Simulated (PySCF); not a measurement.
**C4H14Si3: full NMR table**

```
Formula                               : C4H14Si3
SMILES                                : C[SiH2]C/C=C/[SiH2][SiH3]
InChI                                 : InChI=1S/C4H14Si3/c1-6-3-2-4-7-5/h2,4H,3,6-7H2,1,5H3/b4-2+
Point group of the computed structure : C1
Degrees of unsaturation               : 1
Carbon signals                        : 4
Proton signals                        : 7
```

Bonds (- single, = double, # triple, : aromatic): C1-Si2, Si2-C3, C3-C4, C4=C5, C5-Si6, Si6-Si7. C1 carries H8, H9, H10; Si2 carries H11, H12; C3 carries H13, H14; C4 carries H15; C5 carries H16; Si6 carries H17, H18; Si7 carries H19, H20, H21. Stereochemistry as in C[SiH2]C/C=C/[SiH2][SiH3].

[PySCF 2.14.0 with density-fitted response routines: shieldings: GIAO PBE0/pcSseg-1; geometry: GFN2-xTB; in vacuum; fast rotation and ring inversion assumed for equivalent nuclei; one computed conformer; relativity neglected]

Shifts are taken against calculated references (same method and geometry level): ¹H, ¹³C, ²⁹Si against TMS.

| carbon | δC, type | δH (multiplicity) | HMBC from (2–3 bonds) | span of the C tensor (ppm) |
| --- | --- | --- | --- | --- |
| C1 | -9.0, CH3 | 0.09 (t) | H11/H12, H13/H14 | 12 |
| C3 | 28.0, CH2 | 1.94 (m) | H15, H16, H11/H12, H8/H9/H10 | 43 |
| C4 | 157.0, CH | 6.47 (m) | H16, H17/H18, H11/H12, H13/H14 | 245 |
| C5 | 124.2, CH | 5.61 (m) | H15, H17/H18, H19/H20/H21, H13/H14 | 204 |

Other nuclei:
| atoms | nucleus | environment | δ (ppm) | σ (ppm) |
| --- | --- | --- | --- | --- |
| H17/H18 | ¹H | hydrogen on a silicon bonded to C, Si | 4.33 | 27.39 |
| H11/H12 | ¹H | hydrogen on a silicon bonded to 2 C | 4.14 | 27.58 |
| H19/H20/H21 | ¹H | hydrogen on a silicon bonded to Si | 3.41 | 28.31 |
| Si2 | ²⁹Si | silicon bonded to 2 C, 2 H | -47.6 | 396.8 |
| Si6 | ²⁹Si | silicon bonded to C, Si, 2 H | -76.5 | 425.7 |
| Si7 | ²⁹Si | silicon bonded to Si, 3 H | -118.4 | 467.6 |

- Carbon types of the structure: 2 × CH, 1 × CH2, 1 × CH3, leaving 7 H on heteroatoms.
- δC 157.0, 124.2: alkene CH; the olefinic region.
- δC -9.0: methyl carbon bonded to Si; an electropositive neighbour leaves it electron-rich and shielded.
- δH 6.47, 5.61: hydrogen on an alkene CH; attached to an sp2 carbon and in the plane of the double bond.
- δH 1.94: hydrogen on an allylic sp3 CH2 bonded to Si; allylic position.
- δH 0.09: hydrogen on a methyl carbon bonded to Si; an electropositive neighbour shields it, as in TMS itself.

Shifts are as computed. Against solution values, carbons near 30 ppm lie about +3 ppm off and those near 130 ppm about +5 ppm. Of 1211 compounds with measured shifts, 218 miss one by over three times the rms of a fit or turn the order of signals round; such compounds aren't used in these exercises. Multiplicities follow the n + 1 count of equivalent neighbours, as no J values were calculated; m marks all less simple cases, F and P coupling included.
